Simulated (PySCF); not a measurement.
## Static response to an electric field

GeClBr3.
Structure used (PBE0-D3(BJ)/def2-SVP), in Å, numbered top down from 1:
```
atom  x, y, z in Å
Ge1    0.0133   -0.0211    0.0117
Cl2   -0.2051   -0.1309    2.1336
Br3    2.2324    0.0109   -0.5079
Br4   -0.9907    1.8721   -0.7662
Br5   -0.9750   -1.8415   -0.9333
```

Level: PBE0/def2-SVPD (PySCF), static field, nuclei fixed, core orbitals frozen in the response. The polarisability tensor in these axes (au):

```
x   111.49  -0.09   1.10
y    -0.09 111.30   0.28
z     1.10   0.28 102.12
```

What are the eigenvalues, a third of the trace, and Δα (Δα² = ½Σ(αi − αj)² over the three pairs)?

Principal values 101.98, 111.30 and 111.63 au; mean 108.30 au = 16.05 Å³ = 17.86 × 10⁻⁴⁰ C²·m²/J; Δα = 9.49 au (9 % of the mean).

What is the dipole moment, and where does it point?

(0.04, 0.02, -0.41) D, 0.41 D in size, pointing from the negative to the positive side. Measured along this direction, the outermost atoms are Cl2 at the negative end and Br4, Br3 and Br5 at the positive end.

Form Σ f/ω² (atomic units) for the 15 lowest TDDFT singlets, given as eV and f, and set it beside the mean polarisability, which is this sum over all singlets: 4.63, 0.0000; 4.79, 0.0035; 4.79, 0.0035; 5.35, 0.0307; 5.36, 0.0318; 5.37, 0.0338; 5.85, 0.0338; 5.86, 0.0332; 7.16, 0.0063; 7.18, 0.0065; 7.20, 0.0032; 7.28, 0.0001; 7.30, 0.0006; 7.31, 0.0010; 7.33, 0.0096.

They add up to 4.54 au, 4.2 % of the 108.30 au; the largest single term is 0.87 au, from the state at 5.37 eV. Terms in order: 0.00, 0.11, 0.11, 0.80, 0.82, 0.87, 0.73, 0.72, 0.09, 0.09, 0.05, 0.00, 0.01, 0.01, 0.13 au. Higher excitations give the rest. The strengths listed sum to 0.198.

Traceless (Buckingham) quadrupole moment about the centre of nuclear charge: eigenvalues?

-2.11, 1.03, 1.08 D·Å. The values depend on the origin, since the dipole doesn't vanish. The electronic extent ⟨r²⟩ about the same centre is 2370 bohr², a root-mean-square distance of 2.08 Å for the 154 electrons.

Molar refractivity from α?

Lorentz–Lorenz: R = (4π/3)N_A α = 2.5225 cm³/(mol·Å³) × 16.05 Å³ = 40.5 cm³/mol, in the limit of long wavelengths.

Rayleigh depolarisation ratio (linearly polarised light, static tensor)?

ρ = 3Δα²/(45ᾱ² + 4Δα²) = 270.1/(527830 + 360.1) = 0.000511.

Geometry: PBE0-D3(BJ)/def2-SVP; no solvent, vibrations or thermal averaging. The calculation is non-relativistic, for germanium and bromine too.

These values come from a run that also computed excited states and ΔSCF ions. On one thread of an AMD EPYC, shared host with 64 logical CPUs at a one-minute load of 54, this took 8.0 min wall, 6.3 min CPU (grids of density and orbitals included) and 0.87 GiB of memory at its peak.
